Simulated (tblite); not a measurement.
Species: C₉H₉ (doublet state).
Structure used (GFN2-xTB), in Å, numbered top down from 1:
```
atom  x, y, z in Å
C1    -0.278    3.641    0.713
C2     0.016    2.488    0.512
C3     0.357    1.150    0.282
C4    -0.719    0.268    0.174
C5    -1.735   -0.383    0.076
C6    -2.905   -1.219   -0.043
C7     1.727    0.810    0.154
C8     2.278   -0.415   -0.015
C9     1.554   -1.713   -0.079
H10   -0.532    4.643    0.888
H11   -3.796   -0.653    0.232
H12   -2.820   -2.087    0.613
H13   -3.013   -1.569   -1.070
H14    2.399    1.660    0.202
H15    3.353   -0.468   -0.125
H16    0.664   -1.699    0.546
H17    2.206   -2.526    0.237
H18    1.235   -1.921   -1.103
```

All values are computed: GFN2-xTB (tblite) harmonic vibrations without scaling, gas phase. Errors from tens to a few hundred cm⁻¹ against measured bands are possible. One conformer, not necessarily the lowest. Open shells enter through the occupations alone, without spin polarisation, and single modes of such species can be off by tens of per cent. The optimisation stopped once no atom felt more than 0.01 eV/Å.

Lowest wavenumbers of the output (negative numbers stand for imaginary wavenumbers):
```
mode    cm-1
  1     -35.0
  2     -28.5
  3      61.7
  4      83.0
  5     127.0
  6     131.6
  7     233.4
  8     241.7
  9     264.0
 10     313.7
 11     347.4
 12     357.4
 13     485.6
 14     505.0
 15     594.4
```

Q: Is this structure a minimum?

A: Not by this Hessian. 2 modes are imaginary beyond 20i (35i and 28i cm⁻¹), so at this level the point lies at or near a saddle of order 2. The curvature is small, so loose convergence or finite differences may be the whole cause.

Q: Which atoms move in the imaginary modes?

A: 35i: H12 (hydrogen on carbon) 26 %, H11 (hydrogen on carbon) 23 %, H13 (hydrogen on carbon) 21 %, H18 (hydrogen on carbon) 12 %; 28i: H18 (hydrogen on carbon) 28 %, H17 (hydrogen on carbon) 16 %, H13 (hydrogen on carbon) 13 %, H16 (hydrogen on carbon) 12 %. These are shares of the mass-weighted motion.

Q: What is the remedy?

A: Step along such a mode in both directions, optimise again with tighter thresholds and repeat the frequencies. The zero-point energy of this point (87.0 kcal/mol) counts the 46 real modes alone, and thermal corrections from it aren't those of a minimum.

Time: 0.63 s wall. Hardware: an Arm Neoverse V1 with one thread, shared host. The figure is for the frequency step alone.
